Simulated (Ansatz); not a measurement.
C₆H₁₅GeN (`C=C[N]([GeH3])C(C)(C)C`), 23 atoms. The species carries charge 0 and has multiplicity 1. Correlated methods include outer-core shells of Ge, which these sets cover unevenly. Scalar relativity is left out up to krypton. Hardware: A = 4 threads of an AMD EPYC 7R13 on a shared host; B = 4 threads of an AMD EPYC 7R13 on a shared host and a share of an NVIDIA H100 80 GB. Correlated methods freeze the cores.

Question: How many basis functions does each run have, and how long does it take in Ansatz? RHF-CCSD(T)/def2-TZVPP energy [B]; RKS ωB97M-V/def2-QZVPP energy [B]; RHF-CCSD(T)/def2-SVP energy [B]; RKS PBE0-D4/def2-TZVP relaxation (17 steps) [B]; RKS ωB97X-V/def2-TZVPP energy [B]; RHF-MP2/def2-QZVPP energy [B]; RKS PBE0-D4/def2-QZVPP energy [B]; RKS PBE0-D4/def2-SVP energy [A]; RKS ωB97M-V/def2-SVP energy [A]; direct RPA on PBE orbitals/def2-TZVPP energy [B]; RKS SPW92 (LDA)/def2-TZVPP energy [B]; RKS ωB97M-V/def2-TZVPP energy and forces [B]. (An estimate is asked.)

Answer: Computed: Other jobs shared the machine, so times are rough.

| level | job | functions | wall time | peak host memory (GiB) |
| --- | --- | --- | --- | --- |
| RKS PBE0-D4/def2-SVP | energy [A] | 205 | 4.2 s | 0.99 |
| direct RPA on PBE orbitals/def2-TZVPP | energy [B] | 475 | 6 s | 2.6 |
| RHF-CCSD(T)/def2-SVP | energy [B] | 205 | 6.5 s | 0.83 |
| RKS SPW92 (LDA)/def2-TZVPP | energy [B] | 475 | 7.5 s | 1.1 |
| RKS ωB97X-V/def2-TZVPP | energy [B] | 475 | 8 s | 1.2 |
| RKS PBE0-D4/def2-QZVPP | energy [B] | 938 | 9 s | 1.5 |
| RKS ωB97M-V/def2-TZVPP | energy and forces [B] | 475 | 10 s | 1.3 |
| RKS ωB97M-V/def2-SVP | energy [A] | 205 | 12 s | 1.2 |
| RHF-MP2/def2-QZVPP | energy [B] | 938 | 12 s | 1.7 |
| RKS ωB97M-V/def2-QZVPP | energy [B] | 938 | 13 s | 1.7 |
| RHF-CCSD(T)/def2-TZVPP | energy [B] | 475 | 32 s | 1 |
| RKS PBE0-D4/def2-TZVP | relaxation (17 steps) [B] | 355 | 46 s | 1.1 |
